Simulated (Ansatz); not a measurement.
Relaxation of CH7FN2SSi (13 atoms, charge 0, multiplicity 1), to a largest force component of 0.015 eV/Å in at most 40 steps.

Method: Ansatz, RKS PBE/def2-SVP.

```xyz
13
Properties=species:S:1:pos:R:3
N -1.406 1.128 -0.512
C -0.740 -0.052 -0.375
F -1.559 -0.866 0.337
S -0.331 -0.722 -1.987
N 0.406 0.324 0.361
Si 1.460 -0.715 1.155
H -1.566 1.494 0.436
H -2.340 0.914 -0.851
H 0.661 -1.435 -1.514
H 0.925 0.978 -0.178
H 2.158 -1.517 0.146
H 0.719 -1.586 2.101
H 2.390 0.123 1.879
```

Where does it end, and by what steps?

The forces met the threshold. After 14 steps the energy has fallen by 1.006 eV; H11 moved furthest, 0.64 Å.

```json
{"step": "0", "energy less start (eV)": "0.0000", "largest force component (eV/Å)": "2.937", "accepted": "yes"}
{"step": "1", "energy less start (eV)": "-0.7624", "largest force component (eV/Å)": "0.966", "accepted": "yes"}
{"step": "2", "energy less start (eV)": "-0.8966", "largest force component (eV/Å)": "0.573", "accepted": "yes"}
{"step": "3", "energy less start (eV)": "-0.9345", "largest force component (eV/Å)": "0.477", "accepted": "yes"}
{"step": "4", "energy less start (eV)": "-0.9784", "largest force component (eV/Å)": "0.284", "accepted": "yes"}
{"step": "5", "energy less start (eV)": "-0.9923", "largest force component (eV/Å)": "0.388", "accepted": "yes"}
{"step": "6", "energy less start (eV)": "-0.9992", "largest force component (eV/Å)": "0.099", "accepted": "yes"}
{"step": "7", "energy less start (eV)": "-1.0021", "largest force component (eV/Å)": "0.071", "accepted": "yes"}
{"step": "8", "energy less start (eV)": "-1.0039", "largest force component (eV/Å)": "0.045", "accepted": "yes"}
{"step": "9", "energy less start (eV)": "-1.0049", "largest force component (eV/Å)": "0.028", "accepted": "yes"}
{"step": "10", "energy less start (eV)": "-1.0053", "largest force component (eV/Å)": "0.020", "accepted": "yes"}
{"step": "11", "energy less start (eV)": "-1.0055", "largest force component (eV/Å)": "0.018", "accepted": "yes"}
{"step": "12", "energy less start (eV)": "-1.0056", "largest force component (eV/Å)": "0.023", "accepted": "yes"}
{"step": "13", "energy less start (eV)": "-1.0056", "largest force component (eV/Å)": "0.017", "accepted": "yes"}
{"step": "14", "energy less start (eV)": "-1.0057", "largest force component (eV/Å)": "0.006", "accepted": "yes"}
```

```xyz
13
Properties=species:S:1:pos:R:3
N -1.581 1.067 -0.441
C -0.608 0.051 -0.432
F -1.048 -1.171 0.167
S -0.287 -0.345 -2.248
N 0.525 0.420 0.342
Si 1.455 -0.737 1.296
H -1.801 1.376 0.513
H -2.425 0.804 -0.959
H 0.281 -1.552 -1.977
H 0.985 1.266 -0.003
H 1.875 -1.956 0.513
H 0.721 -1.186 2.525
H 2.683 0.031 1.700
```

Whether the end is a true minimum wasn't checked by a vibrational analysis.

Time of the run: 54 s on 2 threads of Arm Neoverse V1 (shared host), peak memory 0.19 GiB.
